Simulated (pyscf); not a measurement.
Optimised with ωB97X-D3(BJ)/def2-SVP in PySCF.

Q: Estimate by transition-state theory (the high-pressure limit) the rate constant of H₃Si–Cl (SMILES [SiH3]Cl) + S=Sb–Cl (SMILES [S]=[Sb][Cl]) → H₃Si–S–Sb(Cl)–Cl (SMILES [SiH3][S][Sb]([Cl])[Cl]) (singlet surface; Cl–Si broken, Cl–Sb, S–Si formed) at 298 K, with ωB97M-D3(BJ)/def2-TZVP energies (ideal gas, 1 atm, RRHO with modes under 100 cm⁻¹ raised to 100, one conformer, R ln 2 for rigid chiral ones; no tunnelling).

A: The electronic barrier is 7.7 kcal/mol and the thermal terms add +12.7, so ΔG‡ = 20.4 kcal/mol. With k_BT/h = 6.21e+12 s⁻¹ and RT = 0.592 kcal/mol, and a volume of 4.06e-20 cm³ per molecule at 1 atm, k = 2.6e-22 cm³ molecule⁻¹ s⁻¹. The product is born with the 35 kcal/mol of the reverse barrier and needs collisions to keep. Wigner's tunnelling factor for 261i cm⁻¹ would be 1.07. A shift of 1 kcal/mol in the barrier changes k by a factor 5.4. On the reactant side the descent ends in a bound adduct, 8.2 kcal/mol under the separated species and 8.6 kcal/mol under the saddle at ωB97X-D3(BJ)/def2-TZVP. At ωB97X-D3(BJ) the barrier from the zero used here is 0.4 kcal/mol. This is the saddle that the search found; another between the same sides may lie lower. Elements past Kr carry the def2 core potentials, without spin-orbit coupling.
